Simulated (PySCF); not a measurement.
I₂Ta, neutral, multiplicity 4. Atoms are numbered in the order given.

```xyz
3

Ta     0.0000     0.0000     0.0000
I      0.0000     0.0000    -2.6633
I      0.0000     0.0000     2.6633
```
Charge 0, spin multiplicity 4.

Coordinates come from a r2SCAN-D4/def2-SVP optimisation. The spin state was assumed, not searched. The def2 effective core potentials stand for the cores of I, Ta; spin–orbit coupling is left out.

The numbers are results of PySCF with PBE/def2-TZVPD, not measurements.

Mulliken values depend strongly on the basis, most of all with diffuse functions as here. ESP charges are fitted to the potential on shells at 1.4 to 2.0 van der Waals radii. Atomic charges (e):

```
atom     ESP fit  Mulliken  Mulliken spin
----  ----------  --------  -------------
Ta1   (withheld)      0.22           3.32
I2    (withheld)     -0.11          -0.16
I3    (withheld)     -0.11          -0.16
```

Complete the blanks. (Estimate from the structure and the level; the computed values follow.)


- Ta1, ESP fit: 0.08
- I2, ESP fit: -0.04
- I3, ESP fit: -0.04
